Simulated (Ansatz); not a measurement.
Reactions of CH7AlO2Si, SMILES `[CH3][Al]([OH])[SiH2]O`.

Computed with Ansatz on PBE0-D4/def2-TZVP structures; ΔE is electronic, products minus reactants. CCSD(T)/CBS is the MP2 limit (def2-TZVPP, def2-QZVPP) plus CCSD(T) − MP2 in def2-TZVPP, frozen cores. This one scheme is used for every species. Functionals use def2-TZVPP. Elements past krypton have def2 core potentials. For Br, Se, Sn, Zn outer-core shells are correlated without core-valence functions, which leaves a few kJ/mol of doubt a bond. Scalar relativity is left out up to krypton. One conformer a species, not always the lowest.

```tsv
reaction	CCSD(T)/CBS(def2) (kJ/mol)
`[CH3][Al]([OH])[SiH2]O` + `[NH2][ZnH]` → `O[SiH2][NH][ZnH]` + `[CH3][AlH][OH]`	-104
`[CH3][Al]([OH])[SiH2]O` + `C[SiH](N)O` → `C[SiH](O)N[SiH2]O` + `[CH3][AlH][OH]`	-93
`[CH3][Al]([OH])[SiH2]O` + `Cl[SiH2]Cl` → `O[SiH2][SiH](Cl)Cl` + `[CH3][AlH][OH]`	-6
`[CH3][Al]([OH])[SiH2]O` + HBr → `[CH3][Al]([OH])[Br]` + `O[SiH3]`	?
`[CH3][Al]([OH])[SiH2]O` + H₂O → `[CH3][Al]([OH])[OH]` + `O[SiH3]`	-150
`[CH3][Al]([OH])[SiH2]O` + CH₃OH → `C[O][Al]([CH3])[OH]` + `O[SiH3]`	-148
`[CH3][Al]([OH])[SiH2]O` + `FC(F)(F)S` → `CSC(F)(F)F` + `[OH][AlH][SiH2]O`	?
`[CH3][Al]([OH])[SiH2]O` + `F[SiH3]` → `[CH3][Al]([OH])[SiH2]F` + `O[SiH3]`	?
`[CH3][Al]([OH])[SiH2]O` + `[OH][SnH2][SeH]` → `C[O][SnH2][SeH]` + `[OH][AlH][SiH2]O`	105
`[CH3][Al]([OH])[SiH2]O` + H₂O → `O[SiH2]O` + `[CH3][AlH][OH]`	-122
```

(1) Fill in the missing values. (Best estimate.)

Largest T1 diagnostic: 0.016, for `[NH2][ZnH]`.

Results:

(1) Computed: `[CH3][Al]([OH])[SiH2]O` + HBr → `[CH3][Al]([OH])[Br]` + `O[SiH3]`: -186.2 kJ/mol; `[CH3][Al]([OH])[SiH2]O` + `FC(F)(F)S` → `CSC(F)(F)F` + `[OH][AlH][SiH2]O`: +43.9 kJ/mol; `[CH3][Al]([OH])[SiH2]O` + `F[SiH3]` → `[CH3][Al]([OH])[SiH2]F` + `O[SiH3]`: -4.3 kJ/mol.
